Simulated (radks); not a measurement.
Problem. Coherent X-ray form factor from a spherical all-electron density. Calculated with a radial shooting solver on a logarithmic mesh with Libxc functionals: scalar-relativistic Kohn-Sham, PBEsol, spin-unpolarised, spherical densities, finite nucleus; Fermi nuclear charge, rms radius of each element as measured or else 0.836 A^(1/3) + 0.57 fm.

| sin(theta)/lambda (1/angstrom) | f0 (electrons) |
|---|---|
| 0.05 | 41.815 |
| 0.1 | 41.267 |
| 0.15 | 40.386 |
| 0.2 | 39.211 |
| 0.25 | 37.797 |
| 0.3 | 36.204 |
| 0.4 | 32.729 |
| 0.5 | 29.238 |
| 0.6 | 26.057 |
| 0.8 | 21.145 |
| 1 | 17.930 |
| 1.25 | 15.114 |
| 1.5 | 12.731 |
| 2 | 8.804 |

The species is in the configuration that NIST lists as its ground one. Which atom or ion scatters so?

Solution. The caesium ion Cs13+, [Kr] 4d6. Extrapolating in s^2 from the first two rows gives f0(0) = 42.0, near the electron count 42; among species with that count, the fall with angle is slower the higher Z, and the table is that of Z = 55; from so few rows the species is fixed only to a neighbour or two.
